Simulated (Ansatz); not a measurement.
The molecule LiBe, multiplicity 2 (lowest of 2S+1 = 2, 4 at CCSD(T)/def2-TZVPP on PBE0 minima; our sources give no spin for the ground state, which may be another). The T1 diagnostic near the minimum is 0.076, so single-reference values are doubtful.

D_e counts from the fitted minimum to each atom's lowest state at the same level, without counterpoise.

Frozen-core correlation.

Codes used: Ansatz (Gaussian basis) for Hartree–Fock, density functionals and correlated methods. Each number belongs to the level named beside it.

**Question.** One of these levels gives 14.96 kcal/mol for the bond energy D_e. Which?
A. SVWN5/def2-TZVPP
B. B97M-V/def2-TZVPP
C. CCSD/aug-cc-pVTZ
D. wB97X-V/def2-TZVPP

**Answer.** A, SVWN5/def2-TZVPP. The others give 9.30 (B97M-V/def2-TZVPP), 7.79 (wB97X-V/def2-TZVPP), 5.42 (CCSD/aug-cc-pVTZ)

Doubts at one or more of the structures used: T1 above 0.05 (CCSD/aug-cc-pVTZ); a spin-contaminated determinant (CCSD/aug-cc-pVTZ).

Ansatz is an electronic-structure program.
